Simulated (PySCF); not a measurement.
**Where the electron goes**

Compound: C4H11BO2.
Z-matrix (Å and degrees, PBE0-D3(BJ)/def2-SVP geometry), rows numbered from 1:
```
C 
B   1  1.5783
O   2  1.3703  1  122.81
O   2  1.3563  1  119.06  3   179.61
C   4  1.4218  2  122.34  1  -179.15
C   5  1.5156  4  107.42  2   152.44
C   5  1.5183  4  109.78  2   -84.58
H   1  1.0985  2  111.60  3   177.74
H   1  1.1030  2  111.38  3    56.80
H   1  1.1032  2  111.00  3   -61.80
H   3  0.9601  2  112.49  1     1.03
H   5  1.1041  4  108.76  2    34.13
H   6  1.1001  5  110.86  4  -178.36
H   6  1.0997  5  110.53  4   -58.02
H   6  1.1011  5  110.30  4    61.41
H   7  1.0995  5  110.56  4    62.25
H   7  1.1006  5  110.77  4  -177.86
H   7  1.1013  5  110.22  4   -57.92
```

Computed with TDDFT wB97X-D/def2-SVPD, vertical, gas phase, core orbitals frozen in the response in PySCF.

Kohn–Sham orbitals with the atoms that hold most of them (Löwdin shares over 4%, at most four atoms; ? is withheld):

```json
{"orbital": "HOMO-3", "ε (eV)": "-11.79", "atoms": "O3 38%, C6 12%, C7 8%, H14 7%"}
{"orbital": "HOMO-2", "ε (eV)": "-11.12", "atoms": "C1 23%, O3 17%, B2 15%, C5 8%"}
{"orbital": "HOMO-1", "ε (eV)": "-10.57", "atoms": "O4 33%, C5 16%, H12 8%, C6 8%"}
{"orbital": "HOMO", "ε (eV)": "-10.25", "atoms": "?"}
{"orbital": "LUMO", "ε (eV)": "?", "atoms": "?"}
{"orbital": "LUMO+1", "ε (eV)": "2.76", "atoms": "C6 21%, C7 11%, O3 11%, H13 11%"}
{"orbital": "LUMO+2", "ε (eV)": "3.07", "atoms": "O3 26%, C1 12%, H10 9%, B2 9%"}
```

**Question.** Which atoms hold the HOMO, and with what shares?

**Answer.** O4 (bonded to B and C) 44%; C5 (bonded to 2 C, O and H) 14%; C7 (bonded to C and 3 H) 13%; O3 (bonded to B and H) 8%. By element: oxygen 52%, carbon 26% or more.

**Question.** Give the leading atoms of the LUMO.

**Answer.** B2 (bonded to C and 2 O) 47%; O3 (bonded to B and H) 16%; H11 (bonded to O) 8%; C1 (bonded to B and 3 H) 6%.

**Question.** What is the LUMO energy, and the HOMO–LUMO gap?

**Answer.** ε(LUMO) = 1.63 eV; the gap is 11.88 eV (0.4367 hartree).

**Question.** The HOMO–LUMO gap is 11.88 eV. Where does the response calculation put the lowest singlet, and from which orbitals?

**Answer.** S1 is at 8.05 eV (f = 0.0011), 3.83 eV below the gap, made of HOMO→LUMO (86%). 

Next come S2 at 8.30 eV (f 0.030), HOMO-1→LUMO (69%), HOMO-2→LUMO (22%); S3 at 8.74 eV (f 0.047), HOMO-2→LUMO (34%), HOMO-1→LUMO+3 (14%), HOMO-1→LUMO+4 (11%); S4 at 8.78 eV (f 0.0077), HOMO-1→LUMO+4 (20%), HOMO-2→LUMO (16%), HOMO-1→LUMO+3 (15%); S5 at 8.94 eV (f 0.038), HOMO→LUMO+1 (30%), HOMO-3→LUMO (24%).

Löwdin shares depend on the basis, the more so with diffuse functions.

One conformer stands for the species.
